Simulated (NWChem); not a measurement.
System: disilazane (Si$_{2}$NH$_{7}$); SMILES [SiH3]N[SiH3]

NWChem input:

```
start job
memory heap 200 mb stack 900 mb global 1100 mb
geometry units angstroms noautoz
  Si     0.102291     0.034579     1.575614
  N     -0.562871    -0.292927     0.000000
  Si     0.102291     0.034579    -1.575614
  H     -0.908501     0.701809     2.454430
  H      1.277064     0.934425     1.387997
  H      0.553869    -1.202997     2.288995
  H     -1.438740    -0.811082     0.000000
  H      0.553869    -1.202997    -2.288995
  H     -0.908501     0.701809    -2.454430
  H      1.277064     0.934425    -1.387997
end
basis spherical
  * library 6-31g*
end
dft
  xc xwpbe 1.00 cpbe96 1.0 hfexch 1.00
  cam 0.5 cam_alpha 0.0 cam_beta 1.0
  iterations 150
  vectors input atomic output neutral.movecs
end
task dft energy
charge 1
dft
  odft
  mult 2
  vectors input atomic output cation.movecs
end
task dft energy
```

Structure relaxed at the PBE0/def2-SVP level.

Ions are spin-unrestricted doublets at the neutral geometry; other ion states weren't tried. Functional: LC-ωPBE (HJS hole) with 6-31G*; the question gives the range parameter ω in 1/bohr.

Give the results of this calculation. (LC-wPBE (HJS exchange hole, range parameter 0.5 per bohr)/6-31G* (spherical d), vertical spin-unrestricted ions.) Quantities: vertical ionisation energy, ΔSCF (eV); −ε(HOMO) (eV).


| Property | Result |
|---|---|
| vertical ionisation energy, ΔSCF (eV) | 9.84 |
| −ε(HOMO) (eV) | 10.50 |
